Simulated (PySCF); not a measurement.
Spectra and structures to be paired. Method: TDDFT CAM-B3LYP/def2-SVPD, vertical, gas phase, core orbitals frozen in the response in PySCF. Geometries: PBE0-D3(BJ)/def2-SVP; one conformer of each isolated species. Triplets are in the Tamm–Dancoff approximation. Relativistic effects are left out although some hold elements past zinc. Ions are computed without counter-ions or solvent.

A. `C=[N][GeH2][PH2]`
B. `C=CC[P@@+](C)(P)CC`
C. `[CH3][Al]([CH3])[NH]C(C)(C)C`
D. `[BH3-][N@H+](C)C(C)C`
E. `ClC(Cl)(Cl)C1=C[O][AlH2-][O+]=C1`

Lowest singlet levels (six at most, fewer where fewer were computed) with oscillator strengths:

1. 183 nm (f 0.195); 179 nm (f 0.058); 174 nm (f 0.133); 172 nm (f 0.166); 167 nm (f 0.040); 162 nm (f 0.023); T1 4.26 eV
2. 214 nm (f 0.046); 198 nm (f 0.129); 190 nm (f 0.005); 185 nm (f 0.103); 180 nm (f 0.001); 172 nm (f 0.004); T1 5.26 eV
3. 292 nm (f 0.045); 270 nm (f 0.001); 230 nm (f 0.057); 216 nm (f 0.000); 208 nm (f 0.001); 200 nm (f 0.005); T1 2.95 eV
4. 173 nm (f 0.023); 170 nm (f 0.025); 152 nm (f 0.023); 150 nm (f 0.043); 147 nm (f 0.035); 147 nm (f 0.003); T1 7.02 eV
5. 293 nm (f 0.000); 191 nm (f 0.150); 188 nm (f 0.109); 186 nm (f 0.014); 185 nm (f 0.046); 182 nm (f 0.066); T1 3.58 eV

Problem. Match each spectrum to its molecule.

Solution. 1 = B, 2 = C, 3 = E, 4 = D, 5 = A.
- A: S1 at 4.22 eV, HOMO→LUMO (85%), HOMO-1→LUMO (9%); Löwdin shares by element: HOMO nitrogen 49%, carbon 15%, phosphorus 11%, germanium 9% (atoms not listed hold the other 16%); LUMO carbon 38%, nitrogen 32%, phosphorus 8%, hydrogen 6% or more (atoms not listed hold the other 16%); HOMO -8.46 and LUMO 0.30 eV.
- B: S1 at 6.76 eV, HOMO-1→LUMO (53%), HOMO→LUMO (35%); Löwdin shares by element: HOMO carbon 80% or more, phosphorus 4% or more (atoms not listed hold the other 16%); LUMO phosphorus 63%, hydrogen 7% or more, carbon 6% or more (atoms not listed hold the other 24%); HOMO -12.80 and LUMO -3.46 eV.
- C: S1 at 5.78 eV, HOMO→LUMO (87%); Löwdin shares by element: HOMO nitrogen 59%, carbon 16% or more, aluminium 9% (atoms not listed hold the other 17%); LUMO aluminium 57%, carbon 5% or more (atoms not listed hold the other 38%); HOMO -7.99 and LUMO 0.47 eV.
- D: S1 at 7.17 eV, HOMO-1→LUMO (47%), HOMO→LUMO (28%), HOMO-1→LUMO+1 (9%); Löwdin shares by element: HOMO (one of a set within 0.03 eV) hydrogen 44% or more, boron 41%, nitrogen 6%; LUMO carbon 26% or more, boron 11%, hydrogen 11% or more (atoms not listed hold the other 52%); HOMO -9.04 and LUMO 0.83 eV.
- E: S1 at 4.24 eV, HOMO→LUMO (98%); Löwdin shares by element: HOMO hydrogen 28% or more, carbon 18% or more, aluminium 17% (atoms not listed hold the other 38%); LUMO carbon 50% or more, oxygen 30% (atoms not listed hold the other 20%); HOMO -8.96 and LUMO -1.80 eV.
A and E have S1 within 0.02 eV of each other; their strongest listed levels stand at 6.50 eV (f 0.150) and 5.40 eV (f 0.057).

Without π bonds the low states are Rydberg-like; a valence basis with one diffuse set may place them up to an eV too high.
